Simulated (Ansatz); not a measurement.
Computed with Ansatz.

A structure relaxed at PBE0-D4/def2-TZVP, charge 0, multiplicity 1:

Cartesian coordinates in Å:
```
O 0.839 1.332 -0.339
Si 0.016 -0.017 0.016
O -1.330 0.368 0.830
O -0.379 -0.788 -1.352
Cl 1.189 -1.247 1.179
H 1.206 1.842 0.385
H -1.871 -0.346 1.172
H 0.329 -1.145 -1.891
```

Q: Give its formula and SMILES.

A: ClH3O3Si, `O[Si](O)(O)Cl`.

Q: Point group (tolerance 0.08 Å, 0.16 Å for H)?

A: C3.

Q: Summarise the bond lengths by kind.

A: 3 × O–Si 1.620 Å; 3 × H–O 0.958 Å; 1 × Cl–Si 2.059 Å.
